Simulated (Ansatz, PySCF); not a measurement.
Reaction 6 R1 → 6 P1 + P2, each structure at its B3LYP-D3(BJ)/def2-SVP stationary point, reached from a drawn start (curvature not checked).
P1: H2 (SMILES [H][H]), charge 0, multiplicity 1.
R1, SiH4 (SMILES [SiH4]) (charge 0, multiplicity 1, Z-matrix in Å and degrees):
```
Si
H 1 1.4905
H 1 1.4905 2 109.47
H 1 1.4905 2 109.47 3 120.00
H 1 1.4905 2 109.47 3 -120.00
```
P2: H12Si6 (SMILES [SiH2]1[SiH2][SiH2][SiH2][SiH2][SiH2]1), charge 0, multiplicity 1.

P less R. No zero-point or thermal terms.

Correlated levels freeze the cores.

The values were computed with Ansatz (Gaussian basis) for Hartree–Fock, density functionals and correlated methods; PySCF for the D3/D4 terms. All values are computed, each at the level named.

The comparison value is 21.08 kcal/mol (CCSD(T)/cc-pV(T+d)Z). It is a level with limits of its own, not the exact answer.

Task: Order these levels by how close they come to the comparison value for the reaction energy, closest first: PBE-D4/def2-TZVPP, PBE-D3(BJ)/def2-TZVPP, r2SCAN-D4/def2-TZVPP, HF/cc-pV(D+d)Z, SVWN5/def2-TZVPP. Give each level's value less the comparison value.

Result: r2SCAN-D4/def2-TZVPP (-11.09 kcal/mol), SVWN5/def2-TZVPP (-15.94 kcal/mol), PBE-D3(BJ)/def2-TZVPP (-21.36 kcal/mol), PBE-D4/def2-TZVPP (-22.51 kcal/mol), HF/cc-pV(D+d)Z (50.25 kcal/mol)

Ansatz is a program for electronic structure.
